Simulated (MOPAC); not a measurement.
MOPAC input (MNDO):

```
MNDO PRECISE GNORM=0.05 LET XYZ UHF MS=0.5 GEO-OK AUX(PRECISION=9) THREADS=1
C3H7Si

C    -2.33446800 1    0.34990600 1   -0.00166700 1
C    -1.18159500 1   -0.02138000 1    0.48704500 1
C    -0.01183700 1   -0.83079200 1    0.16920100 1
Si    1.50699900 1    0.24375000 1   -0.20413000 1
H    -2.70524900 1   -0.04599900 1   -0.95088900 1
H    -2.98254500 1    1.05569000 1    0.50702000 1
H     0.24061300 1   -1.50140300 1    0.99663800 1
H    -0.20722600 1   -1.46683600 1   -0.70916900 1
H     1.23430300 1    1.09742400 1   -1.38185400 1
H     1.82390800 1    1.09799700 1    0.96206100 1
H     2.66560400 1   -0.63577100 1   -0.49345800 1
```

Output:

```
 *******************************************************************************
 **                                                                           **
 **                              MOPAC v23.2.5                                **
 **                                                                           **
 *******************************************************************************
 ** MOPAC's Digital Object Identifier: https://doi.org/10.5281/zenodo.6511958 **
 **                                                                           **
 ** Please cite the open-source release paper for use of this MOPAC version:  **
 ** J. E. Moussa and J. J. P. Stewart (2026)                                  **
 ** MOPAC: An open-source semiempirical molecular orbital program             **
 ** J. Open Source Softw., 11(119), 8025, https://doi.org/10.21105/joss.08025 **
 *******************************************************************************

                              MNDO CALCULATION RESULTS

 *******************************************************************************
 *  MNDO       - The MNDO Hamiltonian to be used
 *  GEO-OK     - OVERRIDE INTERATOMIC DISTANCE AND OTHER SAFETY CHECKS
 *  UHF        - UNRESTRICTED HARTREE-FOCK CALCULATION
 *  MS=        - IN MECI, MAGNETIC COMPONENT OF SPIN =  0.5
 *  LET        - OVERRIDE SOME SAFETY CHECKS
 *  PRECISE    - TIGHTER CRITERIA TO BE USED
 *  XYZ        - CARTESIAN COORDINATE SYSTEM TO BE USED
 *  GNORM      - EXIT WHEN GRADIENT NORM DROPS BELOW 0.050
 *  AUX        - OUTPUT AUXILIARY INFORMATION
 *******************************************************************************
MNDO PRECISE GNORM=0.05 LET XYZ UHF MS=0.5 GEO-OK AUX(PRECISION=9) THREADS=1
 C3H7Si

   ATOM   CHEMICAL          X               Y               Z
  NUMBER   SYMBOL      (ANGSTROMS)     (ANGSTROMS)     (ANGSTROMS)

     1       C         -2.33446800  *   0.34990600  *  -0.00166700  *
     2       C         -1.18159500  *  -0.02138000  *   0.48704500  *
     3       C         -0.01183700  *  -0.83079200  *   0.16920100  *
     4      Si          1.50699900  *   0.24375000  *  -0.20413000  *
     5       H         -2.70524900  *  -0.04599900  *  -0.95088900  *
     6       H         -2.98254500  *   1.05569000  *   0.50702000  *
     7       H          0.24061300  *  -1.50140300  *   0.99663800  *
     8       H         -0.20722600  *  -1.46683600  *  -0.70916900  *
     9       H          1.23430300  *   1.09742400  *  -1.38185400  *
    10       H          1.82390800  *   1.09799700  *   0.96206100  *
    11       H          2.66560400  *  -0.63577100  *  -0.49345800  *

          CARTESIAN COORDINATES

    NO.       ATOM           X           Y           Z

     1         C         -2.3345      0.3499     -0.0017
     2         C         -1.1816     -0.0214      0.4870
     3         C         -0.0118     -0.8308      0.1692
     4        Si          1.5070      0.2438     -0.2041
     5         H         -2.7052     -0.0460     -0.9509
     6         H         -2.9825      1.0557      0.5070
     7         H          0.2406     -1.5014      0.9966
     8         H         -0.2072     -1.4668     -0.7092
     9         H          1.2343      1.0974     -1.3819
    10         H          1.8239      1.0980      0.9621
    11         H          2.6656     -0.6358     -0.4935

[...]
     1       C         -2.38156513  *   0.38758004  *   0.11316884  *
     2       C         -1.17408710  *  -0.12104127  *   0.06576691  *
     3       C          0.05587262  *  -0.84244421  *   0.02784377  *
     4      Si          1.50205593  *   0.25647269  *  -0.10621971  *
     5       H         -3.28141650  *  -0.22378242  *   0.19953196  *
     6       H         -2.57005500  *   1.46088968  *   0.06935903  *
     7       H          0.15097287  *  -1.47152081  *   0.94360800  *
     8       H          0.04831409  *  -1.55314542  *  -0.83133561  *
     9       H          1.43949599  *   0.99818095  *  -1.26473507  *
    10       H          1.57101995  *   1.09880977  *   0.98094827  *
    11       H          2.64009608  *  -0.52128060  *  -0.13803338  *

                             CARTESIAN COORDINATES

   1    C       -2.381565133     0.387580039     0.113168840
   2    C       -1.174087105    -0.121041266     0.065766911
   3    C        0.055872619    -0.842444209     0.027843771
   4   Si        1.502055934     0.256472687    -0.106219707
   5    H       -3.281416502    -0.223782419     0.199531960
   6    H       -2.570054997     1.460889677     0.069359029
   7    H        0.150972872    -1.471520806     0.943607999
   8    H        0.048314087    -1.553145421    -0.831335608
   9    H        1.439495985     0.998180954    -1.264735070
  10    H        1.571019949     1.098809769     0.980948267
  11    H        2.640096081    -0.521280603    -0.138033384

           Empirical Formula: C3 H7 Si  =    11 atoms

      MOLECULAR POINT GROUP   :   Cs

          ALPHA EIGENVALUES
 -37.36097 -30.44991 -20.42328 -18.61187 -15.04297 -14.72570 -14.69786 -12.10130
 -11.92565 -11.91903 -10.17588  -8.90154   1.49839   2.49471   2.49992   2.60026
   3.30933   4.08308   4.25670   4.85543   5.27168   5.42523   7.06204

           BETA EIGENVALUES
 -36.53895 -30.74913 -19.88897 -18.23753 -14.70748 -14.50446 -14.49531 -11.91838
 -11.91289 -11.78178 -10.07418   0.94034   1.65085   2.53455   2.54638   2.70576
   3.30535   4.22661   4.66693   4.96993   5.20620   6.04201   7.36351

              NET ATOMIC CHARGES AND DIPOLE CONTRIBUTIONS

  ATOM NO.   TYPE          CHARGE      No. of ELECS.   s-Pop       p-Pop
    1          C          -0.004858        4.0049     1.20402     2.80084
    2          C          -0.249486        4.2495     1.26648     2.98301
    3          C          -0.275318        4.2753     1.23045     3.04487
    4         Si           1.512764        2.4872     1.00145     1.48579
    5          H           0.046550        0.9535     0.95345
    6          H           0.046768        0.9532     0.95323
    7          H           0.023753        0.9762     0.97625
    8          H           0.023771        0.9762     0.97623
    9          H          -0.371843        1.3718     1.37184
   10          H          -0.371864        1.3719     1.37186
   11          H          -0.380237        1.3802     1.38024
 DIPOLE           X         Y         Z       TOTAL
 POINT-CHG.     0.816     0.253    -0.058     0.856
 HYBRID        -0.621    -0.474     0.058     0.784
 SUM            0.194    -0.221    -0.000     0.294

          ATOMIC ORBITAL ELECTRON POPULATIONS

     Atom    s        px        py        pz
    1  C   1.20402   0.87735   0.91771   1.00578
    2  C   1.26648   0.95935   1.01930   1.00435
    3  C   1.23045   1.06294   1.02772   0.95421
    4 Si   1.00145   0.49717   0.49741   0.49121
    5  H   0.95345
    6  H   0.95323
    7  H   0.97625
    8  H   0.97623
    9  H   1.37184
   10  H   1.37186
   11  H   1.38024

                    (SZ)    =    0.500000
                    (S**2)  =    0.953262

          ATOMIC ORBITAL SPIN POPULATIONS

    Atom   Total    s     px     py     pz
         Atomic
    1  C -0.5882 -0.036 -0.066 -0.057 -0.429
    2  C  1.4285  0.084  0.226  0.701  0.417
    3  C -0.1097 -0.005 -0.059 -0.024 -0.022
    4 Si  0.0415  0.006  0.020  0.013  0.002
    5  H  0.0829  0.083
    6  H  0.0711  0.071
    7  H  0.0388  0.039
    8  H  0.0384  0.038
    9  H -0.0015 -0.002
   10  H -0.0015 -0.002
   11  H -0.0004 -0.000

 **********************
 *                    *
 * JOB ENDED NORMALLY *
 *                    *
 **********************

 == MOPAC DONE ==
```

The geometry given is a B3LYP-D3(BJ)/def2-TZVP minimum.

The determinant is spin-contaminated: <S^2> is 0.95 against 0.75 for a pure state.
